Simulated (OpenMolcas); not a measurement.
## Mn2+: effect of the metal basis

Mn2+ with its 8 nearest fluoride ions at 2.354 Å, on the Sr site of SrF2 (a = 5.796 Å, distance in the model lattice 2.510 Å). The rest of the host is ab initio model potentials to 7.6 Å and point charges beyond; the distance is set by hand and nothing relaxes.

* Program: OpenMolcas
* Method: SS-CASPT2, IPEA 0.25 Eh, imaginary shift 0.1 Eh (closed shells correlated: 3s 3p and the ligand valence shells)
* Spin-orbit coupling: state interaction with AMFI integrals over the reference wave functions

Fixed: ligand basis ANO-RCC-VDZP, active space 5 electrons in 5 orbitals (3d), DKH2 Hamiltonian.

States (labels of O, the rotations of Oh). Energies in cm-1 above the lowest state or level, χT in cm3 K/mol.

| Run | Metal basis | Ground state | First gap with spin-orbit (degeneracies) | χT at 300 K | First state of another spin | Cost |
| --- | --- | --- | --- | --- | --- | --- |
| A | ANO-RCC-VDZP | 6A1 | 26700 (6, 2) | 4.386 | 4T1 26730 | roughly 8 core-minutes |
| B | ANO-RCC-VTZP | 6A1 | 25300 (6, 2) | 4.386 | 4T1 25330 | roughly 15 core-minutes |

Costs are those of the CASPT2 steps.

Roots that are degenerate in the reference are averaged as groups; the widest CASPT2 spread within a group is 430 cm-1 (the 3-fold group of multiplicity 4 near 32900 cm-1 above the lowest state of its run, B). Shifts and gaps below about the spread of the groups concerned are not significant. Over all roots computed the reference weight is 0.68 to 0.69 in A, 0.68 to 0.69 in B; a low but even weight reflects the number of correlated electrons. Ligand-to-metal charge-transfer states are missing. These CASPT2 states fit no ligand-field parameters well, so their order and spin gaps are uncertain. With no ligand orbital active B as a rule stays too high, so bands that hang on it stand too high and its fall with covalency is understated. With one d shell and no ligand orbital active, 10Dq can be off by tens of per cent for divalent 3d ions, low with halides held by bare charges and at times high in hosts. Free-ion shares, where given, are those of the reference states; single-state CASPT2 does not remix them. No measured value stands beside these numbers; the geometry was set by hand and not optimised.
